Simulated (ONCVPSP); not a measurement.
**Configuration tests for P (ONCV)**

* Element: P (Z = 15)
* Generator: ONCVPSP 4.0.1
* Type: optimised norm-conserving Vanderbilt (ONCV)
* Functional: BLYP
* Relativity: scalar-relativistic
* Frozen core: [Ne]
* Valence charge: 5
* Reference configuration: 3s2 3p2 (charge +1)
* Partial waves: 3s: rc 1.70 bohr, ncon 4, nbas 8, qcut 4.2 1/bohr, 2 projectors, debl 2.6 Ha; 3p: rc 1.45 bohr, ncon 3, nbas 6, qcut 6.5 1/bohr, 2 projectors, debl 3.6 Ha
* Local potential: polynomial inside 1.20 bohr (lpopt 5, dvloc0 6 Ha)
* Core correction: Teter function, fcfact 4, rcfact 1.2

Energies are relative to the spin-unpolarised reference configuration 3s2 3p2; without spin polarisation the order of configurations can differ from experiment.

Give the all-electron excitation energy and the error of the potential for: 3s2 3p3; 3s2 3p1; 3s2 3p0; 3s1 3p0.

```
valence configuration  charge  ΔE all-electron (eV)  error AE − PS (meV)
              3s2 3p3       0                -9.576                 +4.0
              3s2 3p1      +2                19.012                  +11
              3s2 3p0      +3                48.682                  +83
              3s1 3p0      +4               100.753                 +329
```
